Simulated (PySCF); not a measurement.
BH₃Se₂, SMILES [SeH]B[SeH]. The structure is a stationary point at PBE-D3(BJ)/def2-SVP. This is a generated structure with no PubChem entry under its InChIKey; it may be hypothetical. The values are those of a single conformer.

The numbers are results of PBE-D3(BJ)/def2-SVP (PySCF), not measurements.

Harmonic wavenumbers (cm⁻¹): 144, 253, 379, 528, 637, 706, 784, 790, 995, 2363, 2363, 2605. Rotational constants (GHz): 30.02, 1.113, 1.074; symmetry number 2.

Q: Work out the zero-point energy and the ideal-gas rigid-rotor harmonic-oscillator thermochemistry at 298.15 K and 1 atm.

A: ZPE = ½ Σ hcν = ½ × 12548 cm⁻¹ = 17.94 kcal/mol. H − E(el) = 21.64 kcal/mol. Entropy in cal/(mol K): translation 41.33, rotation 25.22, vibration 7.32, total 73.87. G − E(el) = -0.38 kcal/mol. Cp = 17.82 cal/(mol K). Modes under 150 cm⁻¹ make the vibrational entropy uncertain.
